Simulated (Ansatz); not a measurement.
Reaction (substitution at a C–C bond): `FC(F)(F)COBCl` + `[OH][SnH]([F])[F]` → `[F][SnH]([F])[O]C(F)(F)F` + `COBCl`

Gas-phase electronic energies from Ansatz, PBE0-D4/def2-TZVP geometries. CCSD(T)/CBS is the MP2 limit (def2-TZVPP, def2-QZVPP) plus CCSD(T) − MP2 in def2-TZVPP, frozen cores. Elements past krypton have def2 core potentials. For Sn outer-core shells are correlated without core-valence functions, which leaves a few kJ/mol of doubt a bond. One conformer a species, not always the lowest.

```json
{"species": "`FC(F)(F)COBCl`", "SCS-MP2/def2-TZVPP energy (Eh)": "-936.70841"}
{"species": "`[OH][SnH]([F])[F]`", "SCS-MP2/def2-TZVPP energy (Eh)": "-489.47838"}
{"species": "`[F][SnH]([F])[O]C(F)(F)F`", "SCS-MP2/def2-TZVPP energy (Eh)": "-826.09594"}
{"species": "`COBCl`", "SCS-MP2/def2-TZVPP energy (Eh)": "-600.08904"}
```

Work out ΔE.

ΔE = (-826.09594) + (-600.08904) − (-936.70841) − (-489.47838) = 0.00181 Eh = +4.8 kJ/mol. CCSD(T)/CBS gives +6.7 kJ/mol.

Largest T1 diagnostic among the species: 0.015.

In def2-TZVPP, CCSD(T) changes the Hartree–Fock value by +12.9 kJ/mol (the triples alone add +0.6 kJ/mol) and MP2 by +15.9 kJ/mol.
